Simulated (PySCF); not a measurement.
CrF₃ (quartet state).
SMILES: `[F][Cr]([F])[F]`

Level of theory: PBE0-D3(BJ)/def2-SVP geometry optimisation, gas phase in PySCF.

Masses are those of the commonest isotopes; rigid-rotor values at the optimised geometry. 

**Question.** What are A, B and C (MHz)?

**Answer.** Ia = 82.78, Ib = 83.04, Ic = 165.82 u·Å²; 505379 MHz·u·Å²/I gives A = 6105, B = 6086, C = 3048 MHz.

**Question.** What kind of rotor is it?

**Answer.** An oblate symmetric top, as the point group D3h requires two equal moments; the computed ones differ by 0.32 % because the geometry is symmetric only within the optimiser's tolerance; Ray's κ = 0.987.

**Question.** What does the inertial defect say?

**Answer.** Planar: Δ = Ic − Ia − Ib = 0.00 u·Å². For a rigid frame Δ = −2 Σ m c², so it vanishes when all atoms lie in the ab plane; here none is more than 0.01 Å from it.

The point group D3h allows no dipole (computed: 0.01 D), so a rigid rotor has no electric-dipole lines.

For this open shell read J as N, the rotation without spin; fine and hyperfine splittings come on top. Whether it is a minimum is left open (no frequencies). ⟨S²⟩ = 3.776 (exact for a quartet: 3.75). Zero-point vibration and centrifugal distortion are left out.

Caution for open-shell metal species: one SCF solution and one stationary point were followed, and a lower state or a bent or distorted shape isn't ruled out.
